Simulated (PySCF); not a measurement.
**Ca+ (calcium, charge +1) across methods**

[Ar] 4p1, 2P determinant (an excited configuration). All numbers are calculated (PySCF 2.14, scalar relativity by spin-free X2C-1e, in aug-cc-pwCVTZ-X2C with one added diffuse shell each of s, p, d, f type (10s9p7d4f, 100 functions)).

```csv
method,E (hartree),mean ε 3p α (eV),mean ε 3p β (eV),mean ε 4p α (eV),Σ⟨r²⟩ (bohr²),⟨S²⟩
PBEsol,-679.055,-35.974,-35.900,-6.957,36.32,0.750
PW91,-680.139,-36.108,-36.030,-7.043,36.27,0.750
BP86,-680.209,-36.118,-36.053,-7.093,36.21,0.750
LDA,-678.260,-36.092,-36.012,-6.960,36.20,0.750
B3LYP,-680.152,-37.914,-37.840,-7.361,36.41,0.750
PBE,-679.916,-36.039,-35.962,-7.023,36.32,0.750
UHF,-679.34026,-44.395,-44.257,-8.435,38.66,0.750
PBE0,-679.958,-38.425,-38.333,-7.473,36.68,0.750
```

Question: Estimate the same row for r2SCAN.

Answer: E (hartree) = -680.095; mean ε 3p α (eV) = -36.820; mean ε 3p β (eV) = -36.764; mean ε 4p α (eV) = -7.000; Σ⟨r²⟩ (bohr²) = 36.62; ⟨S²⟩ = 0.750.
